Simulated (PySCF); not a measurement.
PySCF input (CCSD(T)/cc-pVDZ):

```python
from pyscf import gto, scf, mp, cc as ccmod

mol = gto.M(
    atom='''
    Si    1.55258318   -0.23532089    0.13903130
    N     0.04796859   -0.01522373   -0.47011217
    Si   -1.54940598    0.25768931   -0.23078682
    H     2.61273258   -0.44712336   -0.91538835
    H     2.13863081    0.89454814    0.96311184
    H     1.76295463   -1.42790399    1.05152369
    H    -2.31888663   -0.78253655    0.55974880
    H    -2.35092818    0.34811444   -1.50748797
    H    -1.93439564    1.53888561    0.48302025
    ''',
    basis='cc-pvdz',
    charge=-1,
    spin=0,
    verbose=4,
)

mf = scf.RHF(mol)
mf.conv_tol = 1e-10
mf.max_cycle = 100
mf.kernel()
mp2 = mp.MP2(mf, frozen=11).run()
cc = ccmod.CCSD(mf, frozen=11)
cc.max_cycle = 100
cc.kernel()
et = cc.ccsd_t()
print(f'E(CCSD(T)) = {cc.e_tot + et:.9f}')
```

Output:

```
PySCF version 2.14.0

[INPUT] verbose = 4
[INPUT] num. atoms = 9
[INPUT] num. electrons = 42
[INPUT] charge = -1
[INPUT] spin (= nelec alpha-beta = 2S) = 0
[INPUT] symmetry False subgroup None
[INPUT] Mole.unit = angstrom
[INPUT] Symbol           X                Y                Z      unit          X                Y                Z       unit  Magmom
[INPUT]  1 Si     1.552583180000  -0.235320890000   0.139031300000 AA    2.933956995806  -0.444692033489   0.262731079742 Bohr   0.0
[INPUT]  2 N      0.047968590000  -0.015223730000  -0.470112170000 AA    0.090647497682  -0.028768680294  -0.888383249125 Bohr   0.0
[INPUT]  3 Si    -1.549405980000   0.257689310000  -0.230786820000 AA   -2.927952957963   0.486962221128  -0.436123882959 Bohr   0.0
[INPUT]  4 H      2.612732580000  -0.447123360000  -0.915388350000 AA    4.937349012928  -0.844940694295  -1.729833279118 Bohr   0.0
[INPUT]  5 H      2.138630810000   0.894548140000   0.963111840000 AA    4.041426512457   1.690450989839   1.820017604926 Bohr   0.0
[INPUT]  6 H      1.762954630000  -1.427903990000   1.051523690000 AA    3.331501420734  -2.698347473274   1.987091787592 Bohr   0.0
[INPUT]  7 H     -2.318886630000  -0.782536550000   0.559748800000 AA   -4.382060644616  -1.478779761962   1.057771930554 Bohr   0.0
[INPUT]  8 H     -2.350928180000   0.348114440000  -1.507487970000 AA   -4.442610398722   0.657840951606  -2.848739399377 Bohr   0.0
[INPUT]  9 H     -1.934395640000   1.538885610000   0.483020250000 AA   -3.655477976153   2.908072339934   0.912775985119 Bohr   0.0

nuclear repulsion = 147.120561477131
number of shells = 33
number of NR pGTOs = 150
number of NR cGTOs = 80
basis = cc-pvdz
ecp = {}

******** <class 'pyscf.scf.hf.RHF'> ********
method = RHF
initial guess = minao
damping factor = 0
level_shift factor = 0
DIIS = <class 'pyscf.scf.diis.CDIIS'>
diis_start_cycle = 1
diis_space = 8
diis_damp = 0
SCF conv_tol = 1e-10
SCF conv_tol_grad = None
SCF max_cycles = 100
direct_scf = True
direct_scf_tol = 1e-13
Set gradient conv threshold to 1e-05
Initial guess from minao.
init E= -635.593684086491
  HOMO = -0.267597625945425  LUMO = 0.0778672940342617  gap/eV = 9.40058
cycle= 1 E= -635.744801750749  delta_E= -0.151  |g|= 0.518  |ddm|= 2.22
  HOMO = -0.0474285726807908  LUMO = 0.358544098227628  gap/eV = 11.04708
cycle= 2 E= -635.789326356116  delta_E= -0.0445  |g|= 0.371  |ddm|= 0.933
  HOMO = -0.151786929513919  LUMO = 0.343451269618648  gap/eV = 13.47612
cycle= 3 E= -635.82275304159  delta_E= -0.0334  |g|= 0.0483  |ddm|= 0.387
  HOMO = -0.151790354023613  LUMO = 0.344208099422973  gap/eV = 13.49681
cycle= 4 E= -635.823816553958  delta_E= -0.00106  |g|= 0.00561  |ddm|= 0.0985
  HOMO = -0.149730022403667  LUMO = 0.344741022170937  gap/eV = 13.45524
cycle= 5 E= -635.823837504813  delta_E= -2.1e-05  |g|= 0.00135  |ddm|= 0.0144
  HOMO = -0.149802005434053  LUMO = 0.34472651854164  gap/eV = 13.45681
cycle= 6 E= -635.823838884525  delta_E= -1.38e-06  |g|= 0.000326  |ddm|= 0.00381
  HOMO = -0.149808042157272  LUMO = 0.3447126811587  gap/eV = 13.45659
cycle= 7 E= -635.823838959776  delta_E= -7.53e-08  |g|= 6.02e-05  |ddm|= 0.001
  HOMO = -0.149799446525108  LUMO = 0.344711827333664  gap/eV = 13.45634
cycle= 8 E= -635.823838962574  delta_E= -2.8e-09  |g|= 1.2e-05  |ddm|= 0.000183
  HOMO = -0.149800099404137  LUMO = 0.34471078873658  gap/eV = 13.45633
cycle= 9 E= -635.823838962711  delta_E= -1.37e-10  |g|= 3.14e-06  |ddm|= 3.49e-05
  HOMO = -0.149799317563441  LUMO = 0.344711133012023  gap/eV = 13.45631
cycle= 10 E= -635.82383896272  delta_E= -9.32e-12  |g|= 1.02e-06  |ddm|= 9.85e-06
  HOMO = -0.14979933522795  LUMO = 0.34471107489113  gap/eV = 13.45631
Extra cycle  E= -635.823838962718  delta_E= 2.73e-12  |g|= 5.06e-07  |ddm|= 2.4e-06
converged SCF energy = -635.823838962718

******** <class 'pyscf.mp.mp2.RMP2'> ********
nocc = 10, nmo = 69
frozen orbitals 11
E(RMP2) = -636.211762040219  E_corr = -0.387923077501127
E(SCS-RMP2) = -636.221406303568  E_corr = -0.397567340849972
E_corr(same-spin) = -0.0783927140208229
E_corr(oppo-spin) = -0.309530363480304

******** <class 'pyscf.cc.ccsd.CCSD'> ********
CC2 = 0
CCSD nocc = 10, nmo = 69
frozen orbitals 11
max_cycle = 100
direct = 0
conv_tol = 1e-07
conv_tol_normt = 1e-05
diis_space = 6
diis_start_cycle = 0
diis_start_energy_diff = 1e+09
Init t2, MP2 energy = -636.211762037369  E_corr(MP2) -0.387923074651541
Init E_corr(CCSD) = -0.387923074651713
cycle = 1  E_corr(CCSD) = -0.416782348983247  dE = -0.0288592743  norm(t1,t2) = 0.0648869
cycle = 2  E_corr(CCSD) = -0.431044889781906  dE = -0.0142625408  norm(t1,t2) = 0.0202145
cycle = 3  E_corr(CCSD) = -0.433313298886817  dE = -0.0022684091  norm(t1,t2) = 0.00948037
cycle = 4  E_corr(CCSD) = -0.435400541118622  dE = -0.00208724223  norm(t1,t2) = 0.00358808
cycle = 5  E_corr(CCSD) = -0.435326960640921  dE = 7.35804777e-05  norm(t1,t2) = 0.000832581
cycle = 6  E_corr(CCSD) = -0.435261457273874  dE = 6.5503367e-05  norm(t1,t2) = 0.000198856
cycle = 7  E_corr(CCSD) = -0.435267058873984  dE = -5.60160011e-06  norm(t1,t2) = 6.70396e-05
cycle = 8  E_corr(CCSD) = -0.435269012251347  dE = -1.95337736e-06  norm(t1,t2) = 2.19871e-05
cycle = 9  E_corr(CCSD) = -0.435267740253806  dE = 1.27199754e-06  norm(t1,t2) = 8.36769e-06
cycle = 10  E_corr(CCSD) = -0.435267950235479  dE = -2.09981674e-07  norm(t1,t2) = 3.68285e-06
cycle = 11  E_corr(CCSD) = -0.435267868768836  dE = 8.1466643e-08  norm(t1,t2) = 1.08247e-06
CCSD converged
E(CCSD) = -636.2591068314864  E_corr = -0.4352678687688362
CCSD(T) correction = -0.0118889892770227
E(CCSD(T)) = -636.270995821
```

It need not be the lowest isomer of its formula. Whether it binds its extra electron was not tested at this geometry.
